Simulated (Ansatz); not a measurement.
Method: frozen-core CCSD(T)/cc-pVTZ // r2SCAN-D4/def2-TZVP (Ansatz, a quantum-chemistry and plane-wave program).

Ansatz 0.2 input:
```yaml
crystal:
  periodic: [false, false, false]
  atoms:
    - { symbol: O, position_ang: [1.268509, 0.540662, -0.270356] }
    - { symbol: Ge, position_ang: [-0.360338, 0.025117, 0.014491] }
    - { symbol: F, position_ang: [-1.384792, 1.329765, -0.340093] }
    - { symbol: F, position_ang: [-0.630045, -0.454444, 1.629135] }
    - { symbol: F, position_ang: [-0.816398, -1.300024, -0.957767] }
    - { symbol: H, position_ang: [1.923063, -0.141075, -0.075411] }
basis:
  gaussian: { orbitals: cc-pVTZ }
correlation:
  method: ccsd_t
```

Output:

```
Functional definition: HF
1111 factors; integrals over basis functions are off by at most 8.4e-4 eV
mean field evaluation 1: about -66649.3251 eV, gradient 5.2e1 eV
mean field evaluation 2: about -66649.4313 eV, gradient 5.2e1 eV
mean field evaluation 4: about -66653.5250 eV, gradient 2.2e0 eV
mean field evaluation 8: about -66653.5480 eV, gradient 1.7e-1 eV
mean field evaluation 16: about -66651.8508 eV, gradient 3.5e1 eV
mean field -66653.54810128 eV, -2449.4727133245 hartree, gradient 1.2e-6 eV, S^2 0.000000; 0 other end points of the search recorded, 0 dependent functions left out
13 core orbitals not correlated
reference -66653.54810128 eV, -2449.4727133245 hartree; 21, 21 occupied and 143, 143 virtual orbitals, 1111 factors
second order -32.24738720 eV of doubles, -0.00000000 eV of singles
cycle   1  -31.28469862 eV  change    9.6e-1 eV  update   1.2e-1
cycle   2  -31.97505157 eV  change   -6.9e-1 eV  update   3.4e-2
cycle   3  -32.12314006 eV  change   -1.5e-1 eV  update   1.6e-2
cycle   4  -32.09910328 eV  change    2.4e-2 eV  update   3.3e-3
cycle   5  -32.09581604 eV  change    3.3e-3 eV  update   1.2e-3
cycle   6  -32.09693163 eV  change   -1.1e-3 eV  update   3.6e-4
cycle   7  -32.09676243 eV  change    1.7e-4 eV  update   1.1e-4
cycle   8  -32.09665934 eV  change    1.0e-4 eV  update   3.6e-5
cycle   9  -32.09667342 eV  change   -1.4e-5 eV  update   1.4e-5
perturbative correction -1.05858327 eV, -0.0389022175 hartree
Total energy: -66686.70335797 eV, -2450.6911465343 hartree
```

Cost: around 4 core-minutes (rough).
